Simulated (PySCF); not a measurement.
## MS cations for M along the alkali metals

CCSD(T) with double-zeta basis sets in PySCF, for the lowest determinant that a PBE0 search found; no spin–orbit coupling. De refers to high-spin ground-configuration atoms (the charge goes to the atom of lower measured ionisation energy or higher electron affinity, which is not always the lowest computed limit).

```
 M      basis  reference, frozen orbitals  charged atom  state (unpaired electrons)  Re (Å)  ωe (cm⁻¹)  De (eV)
Li   def2-SVP                      UHF, 5           Li+              triplet (π ↑↑)   2.543        311     0.85
Na   def2-SVP                      UHF, 6           Na+              triplet (π ↑↑)   2.947        166     0.59
 K   def2-SVP                     UHF, 10            K+              triplet (π ↑↑)   3.452        110     0.40
Rb  def2-SVPD                      UHF, 5           Rb+              triplet (π ↑↑)   3.585       90.8     0.30
Cs   def2-SVP                      UHF, 5           Cs+              triplet (π ↑↑)   3.772       85.3     0.31
```

By what factor does the well depth vary along the series?

At CCSD(T) it runs from 0.30 eV (RbS⁺) to 0.85 eV (LiS⁺), a factor of 2.83.

The rows differ in basis set, which adds steps of its own.

Down a group the atoms grow and get heavier, so bonds lengthen and wavenumbers fall; this series shows no clear exception.

Correlated steps freeze the inner cores (5 to 10 orbitals); shallow outer-core shells are correlated. Weak bonds: CsS⁺, KS⁺, RbS⁺. Basis-set superposition, not corrected here, can be much of De in a small basis, most of all at correlated wavefunction levels. These are scalar-relativistic numbers at best; spin–orbit coupling would shift them, the dissociation energy most. For an ion De counts to the pair picked by the measured ionisation energies or electron affinities, which need not be the lowest pair at this level. States were picked by a PBE0 search and need not be the measured ground states.
